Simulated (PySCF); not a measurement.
Ionisation energy of Pt³²⁺ by level of theory

Pt³²⁺ [Kr] 4d10 (1S) → Pt³³⁺ [Kr] 4d9 (2D), as a difference of total energies. All numbers are calculated (PySCF 2.14, the non-relativistic Hamiltonian (point nucleus), in an uncontracted even-tempered set (18 s from 2.8 bohr⁻², ratio 2.5; 12 p from 3.6 bohr⁻², ratio 2.5; 9 d from 3.6 bohr⁻², ratio 2.5; 4 f from 20 bohr⁻², ratio 2.7; 3 g from 30 bohr⁻², ratio 2.7)). Correlated levels: outer shells: [Ar] 3d10 frozen; virtual orbitals above 40 to 60 times the deepest correlated orbital energy dropped. The calculations carry no spin-orbit coupling.

```tsv
method	ionisation energy (eV)
UHF	1412.3
LDA	1412.6
PBE	1412.5
PBE0	1413.0
r2SCAN	1413.4
TPSSh	1412.4
B2PLYP	1412.7
MP2 (outer shells)	1412.8
SCS-MP2 (outer shells)	1412.7
```

A first-order spin-orbit estimate (lowest level to lowest level, LS coupling) adds -7.961 eV.

All relativistic terms are absent from these numbers, so their closeness to the reference says little about the methods.

For comparison: 1402 ± 4 eV (theoretical estimate listed by NIST; NIST Atomic Spectra Database, ionization energies).
